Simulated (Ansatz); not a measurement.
AlH2I (SMILES [AlH2][I]) moved off its minimum; all values from Ansatz (a quantum-chemistry and plane-wave program), cores frozen in correlated methods. Elements past Kr take the def2 small-core potentials, without spin–orbit coupling.
(charge 0, multiplicity 1)
```xyz
4

Al    -0.9619    -1.5789     0.2493
H     -0.4954    -2.6039     1.3450
H     -2.3532    -1.7270    -0.6024
I      0.3361     0.4821    -0.0232
```

Forces at HF/def2-TZVPP (eV/Å):

```json
[
 {"atom": "Al1", "Fx": "-1.102", "Fy": "-0.356", "Fz": "-0.185"},
 {"atom": "H2", "Fx": "-0.001", "Fy": "-0.005", "Fz": "-0.146"},
 {"atom": "H3", "Fx": "0.840", "Fy": "0.017", "Fz": "0.427"},
 {"atom": "I4", "Fx": "0.263", "Fy": "0.343", "Fz": "-0.097"}
]
```

Question: Give the forces (eV/Å), the total energy and the dipole at CCSD(T)/def2-TZVPPD.

Answer: 
```csv
atom,Fx,Fy,Fz
Al1,-0.975,-0.243,-0.213
H2,0.035,-0.060,-0.062
H3,0.719,0.020,0.358
I4,0.221,0.283,-0.083
```
Energy -540.0582 hartree, dipole 0.79 D.
